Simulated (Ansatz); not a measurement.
Molecule: C$_{2}$H$_{9}$Si$_{2}$ (charge -1, singlet). It need not be the lowest isomer of its formula. Whether it binds its extra electron was not tested at this geometry. 
Structure (B3LYP-D3(BJ)/def2-TZVP (Ansatz, a program for electronic structure) minimum search):
```
Si
C 1 1.9667
H 2 1.0951 1 111.03
H 2 1.0966 3 106.87 1 -119.13
H 2 1.0973 3 107.91 4 -115.37
C 1 1.9667 2 97.87 3 167.25
H 6 1.0951 1 111.03 2 -167.25
H 6 1.0966 7 106.87 1 119.13
H 6 1.0973 7 107.91 8 115.37
Si 1 2.3884 2 96.05 3 70.26
H 10 1.5074 1 114.42 2 170.45
H 10 1.5074 11 102.39 1 -124.37
H 10 1.5170 11 102.09 12 -105.45
```
Charge -1, spin multiplicity 1.

Basis-set convergence of Hartree-Fock and MP2 correlation energies (hartree) with Ansatz. Correlated levels leave the core frozen unless marked. No spin-orbit coupling. No relativistic terms. This anion needs diffuse functions, which these sets lack.

```json
[
 {"basis": "cc-pV(D+d)Z", "functions": "119", "E(HF)": "-658.82482", "E(corr, MP2)": "-0.51343"},
 {"basis": "cc-pV(T+d)Z", "functions": "264", "E(HF)": "-658.87533", "E(corr, MP2)": "-0.63386"},
 {"basis": "cc-pV(Q+d)Z", "functions": "508", "E(HF)": "___", "E(corr, MP2)": "___"}
]
```

Q: Complete the blanks.

A: 
- cc-pV(Q+d)Z, E(HF): -658.88853
- cc-pV(Q+d)Z, E(corr, MP2): -0.67568
